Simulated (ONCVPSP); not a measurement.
# Cutoff test, hydrogen (H), ONCV

ONCVPSP 4.0.1 input, shortened (lines: element, Z, core and valence counts, functional; n l f; lmax; l rc ep ncon nbas qcut; lloc lpopt rc5 dvloc0; l nproj debl; icmod fcfact rcfact), PBEsol, scalar-relativistic:

```
  H 1.00    0    1  -116133      upf
    1    0    1.00
    1
    0    1.25    0.00    4    8    4.30
    1    1.25    0.33    4    8    7.60
    0    5    1.25    0.00
    0    0    2.00
    1    2    3.70
    0    0.00    0.00
```

For each optimised wave give the share of its norm inside rc, the residual kinetic energy above qcut (Ha) and the cutoffs (Ha) for errors of 10, 1, 0.1 and 0.01 mHa per electron.

```tsv
wave	norm inside rc	residual KE	10 mHa	1 mHa	0.1 mHa	0.01 mHa
1s	0.409	2.8e-03	6.1	13.5	95.3	115.5
p projector 1	0.051	1.5e-07	1.7	4.2	9.9	17.0
p projector 2	0.128	7.7e-06	8.2	15.0	22.5	28.2
```

The occupied waves need 13 Ha and 95 Ha for 1 and 0.1 mHa.
